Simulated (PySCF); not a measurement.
Species: C5H11NOSi.
Cartesian coordinates in Å at the PBE0/def2-SV(P) level; atoms count from 1:
```
atom  x, y, z in Å
C1    -2.9691    0.2863    0.6108
C2    -1.9391   -0.4683   -0.1939
O3    -2.2025   -1.4924   -0.7837
C4    -0.5651    0.1190   -0.2278
C5     0.2238   -0.0530   -1.4982
C6     0.5991   -0.8576   -0.2945
Si7    2.1655   -0.4944    0.6596
N8     2.6483    1.1500    0.3608
H9    -3.9365   -0.2357    0.5666
H10   -3.0806    1.3142    0.2207
H11   -2.6406    0.3770    1.6622
H12   -0.4121    1.0498    0.3299
H13   -0.2861   -0.5787   -2.3133
H14    0.8590    0.7898   -1.7943
H15    0.2718   -1.9053   -0.3408
H16    1.9416   -0.5933    2.1386
H17    3.1909   -1.5241    0.2696
H18    3.0947    1.4058   -0.5155
H19    3.0198    1.7010    1.1288
```

Computed with PBE0/def2-SV(P) geometry optimisation, gas phase in PySCF 2.14.0.

Take the most abundant isotopes and a rigid rotor. The values belong to one conformer with, in the numbering `[CH3:1][C:2](=[O:3])[C@@H:4]1[CH2:5][C@H:6]1[SiH2:7][NH2:8]`, C1–C2–C4–C5 -146°, C5–C6–Si7–N8 23°, C6–Si7–N8–H -76° and 141°.

**Question.** Give the principal moments of inertia and the rotational constants in MHz.

**Answer.** Ia = 140.86, Ib = 604.04, Ic = 632.52 u·Å²; 505379 MHz·u·Å²/I gives A = 3588, B = 836.7, C = 799.0 MHz.

**Question.** What kind of rotor is it?

**Answer.** A near-prolate asymmetric top: κ = (2 × 836.7 − 3588 − 799.0)/(3588 − 799.0) = -0.97.

**Question.** What does the inertial defect say?

**Answer.** Not planar: Δ = Ic − Ia − Ib = -112.38 u·Å². For a rigid frame Δ = −2 Σ m c², so Σ m c² = 56.19 u·Å² lies off the ab plane: 16.04 from hydrogen and 40.15 from heavier atoms. The atom farthest from that plane is 2.01 Å away.

**Question.** Give the other two planar moments, Paa and Pbb, and the rms extents of the mass along the axes.

**Answer.** Paa = Σ m a² = (Ib + Ic − Ia)/2 = 547.85 and Pbb = Σ m b² = (Ia + Ic − Ib)/2 = 84.67 u·Å². With the mass M = 129.06 u, the rms extents √(P/M) along a, b and c are 2.06, 0.81, 0.66 Å.

**Question.** List the rotational levels J(Ka,Kc) to J = 2 (cm⁻¹).

**Answer.** Above 0(0,0):
J = 1: 1(0,1) 0.0546, 1(1,1) 0.1463, 1(1,0) 0.1476
J = 2: 2(0,2) 0.1637, 2(1,2) 0.2542, 2(1,1) 0.2580, 2(2,1) 0.5333, 2(2,0) 0.5333

**Question.** Predict some low-J microwave lines.

**Answer.** The dipole components are |μa| = 2.19 D, |μb| = 2.52 D, |μc| = 1.28 D. Intensities carry the squares of the components, which stand as 0.76 : 1.00 : 0.26 (a : b : c). Some lines, for components of 0.1 D or more:

```
type  branch         J(Ka,Kc)    MHz  lower level (cm⁻¹)
   c       Q  2(1,2) ← 2(0,2)   2714               0.164
   b       Q  5(1,4) ← 5(0,5)   3063               0.818
   a       R  3(2,2) ← 2(2,1)   4907               0.533
   a       R  4(2,2) ← 3(2,1)   6546               0.697
   a       R  5(1,5) ← 4(1,4)   8082               0.632
   a       R  5(4,1) ← 4(4,0)   8179               2.024
   b       Q  3(2,1) ← 3(1,2)   8199               0.424
   c       Q  2(2,1) ← 2(1,1)   8254               0.258
   a       R  5(1,4) ← 4(1,3)   8271               0.644
   c       R  4(1,3) ← 3(0,3)   9502               0.327
   c       R  5(1,4) ← 4(0,4)  11234               0.545
   b       R  3(2,2) ← 2(1,1)  13161               0.258
   c       Q  5(3,3) ← 5(2,3)  13840               1.188
   b       Q  4(3,1) ← 4(2,2)  13846               0.915
   b       Q  4(3,2) ← 4(2,3)  13851               0.915
   b       R  4(2,3) ← 3(1,2)  14740               0.424
   c       R  4(2,2) ← 3(1,2)  14745               0.424
   c       R  4(2,3) ← 3(1,3)  14966               0.416
   c       R  5(2,3) ← 4(1,3)  16313               0.644
   c       R  3(3,1) ← 2(2,1)  18757               0.533
   b       R  3(3,0) ← 2(2,1)  18757               0.533
   b       R  4(3,1) ← 3(2,2)  20394               0.697
   b       Q  5(5,0) ← 5(4,1)  24929               2.297
   b       Q  5(5,1) ← 5(4,2)  24929               2.297
   c       R  4(4,1) ← 3(3,1)  25933               1.159
```

**Question.** Estimate the classical rotational partition function at 10 K, 25 K and 100 K.

**Answer.** Point group C1, symmetry number σ = 1; q = (√π/σ)·√((kT/h)³/(ABC)), k/h = 20836.6 MHz/K: 3440 at 10 K, 13600 at 25 K, 109000 at 100 K.

No frequency check. Zero-point vibration and centrifugal distortion are left out. A rigid rotor knows nothing of inversion at nitrogen or internal rotation, which can split or shift real lines. Quadrupole hyperfine structure (14N) is left out.
